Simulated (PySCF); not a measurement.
Broadened absorption spectrum of C9H15NS

Compound: C9H15NS.
SMILES: `CC[C@@H]1CCC[C@@H](C#N)CS1`

Method used: PySCF, TDDFT PBE0/def2-SVPD, vertical, gas phase, core orbitals frozen in the response. Isolated species at its PBE0-D3(BJ)/def2-SVP geometry (one conformer only).

Each state is given a Gaussian of 0.5 eV full width at half maximum, with ε(max) = 2.175×10⁸ f / Δν̃ (Δν̃ the width in cm⁻¹). The width is an assumption, not a result. The curve ends short of the highest state used, and states not computed would add to its high-energy end.

(λ (nm), ε (L mol⁻¹ cm⁻¹)): (179.4, 2410), (183.3, 3000), (187.1, 2862), (191.0, 2384), (194.9, 2062), (198.8, 1919), (202.7, 1794), (206.6, 1571), (210.5, 1214), (214.3, 805), (218.2, 445), (222.1, 212), (226.0, 96), (229.9, 48), (233.8, 29), (237.6, 20), (241.5, 13), (245.4, 8), (249.3, 4), (253.2, 2), (257.1, 1), (261.0, 0), (264.8, 0), (268.7, 0)

Task: Locate the maxima and give the states behind the curve.

Result: 184 nm (6.72 eV), ε about 3000, made up of S5 (15%), S6 (55%) and S7 (14%) (ε in L mol⁻¹ cm⁻¹; maxima over ε = 5, shares over 10%). The states used: S1 5.36 eV (f 0.0004); S2 5.98 eV (f 0.021); S3 6.30 eV (f 0.021); S4 6.54 eV (f 0.0080); S5 6.70 eV (f 0.0084); S6 6.77 eV (f 0.032); S7 6.82 eV (f 0.0089); S8 7.30 eV (f 0.0099); S9 7.38 eV (f 0.020); S10 7.51 eV (f 0.0066).

Task: Coming from long wavelengths, where does ε first pass 100 L mol⁻¹ cm⁻¹?

Result: At about 226 nm (5.49 eV), 0.13 eV above S1.

Task: On this curve, what absorbance would a 10⁻⁴ mol/L sample give at 254 nm over a 1 cm path?

Result: 254 nm is 4.881 eV, where ε is about 1.8 L mol⁻¹ cm⁻¹, so A = ε c l ≈ 0.00018 (Beer–Lambert, with the gas-phase spectrum and the assumed width).

Task: What would ε be at 6.72 eV, the highest of these maxima, with half the width (0.25 eV)?

Result: About 4740 L mol⁻¹ cm⁻¹ against 3030, a factor of about 1.6; a lone state at its own centre would give exactly 2.

On 2 threads, AMD EPYC 7B13 (x86_64), shared host with 64 logical CPUs at a one-minute load of 17, this took 96 s wall, 3.7 min CPU (with the writing of density and orbital grids) and 2.0 GiB of memory at its peak.
